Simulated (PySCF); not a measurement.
C₄H₆ClF, SMILES C[C@@H](F)/C=C\Cl. Atoms are numbered in the order given.

```xyz
12

C     -1.8950    -0.1942    -0.6306
C     -0.9972     0.1838     0.5287
F     -1.7364     0.1668     1.6956
C      0.1597    -0.7523     0.6945
C      1.3268    -0.6738     0.0591
Cl     1.6998     0.5731    -1.0813
H     -2.2676    -1.2221    -0.5107
H     -2.7553     0.4895    -0.6774
H     -1.3370    -0.1282    -1.5755
H     -0.6190     1.2116     0.3873
H      0.0063    -1.5858     1.3875
H      2.1376    -1.3908     0.1996
```

Coordinates come from a PBE0-D3(BJ)/def2-SVP optimisation. The structure was generated by enumeration; whether it is a known compound was not checked. One conformer was computed; it need not be the lowest.

These are PBE/def2-TZVP (PySCF) values and carry that method's errors.

The molecule is in vacuum.

Computed frontier levels, gap, dipole moment and polarisability:
- highest occupied level: -6.34 eV
- lowest empty level: -1.40 eV
- orbital gap: 4.95 eV
- dipole moment: 1.19 D
- quadrupole, principal values (traceless, Buckingham form, about the centre of nuclear charge): -7.76, 0.43, 7.33 D·Å
- mean static polarisability: 62.7 bohr³ (9.29 Å³)
- polarisability, principal values: 48.0, 61.0, 79.1 bohr³
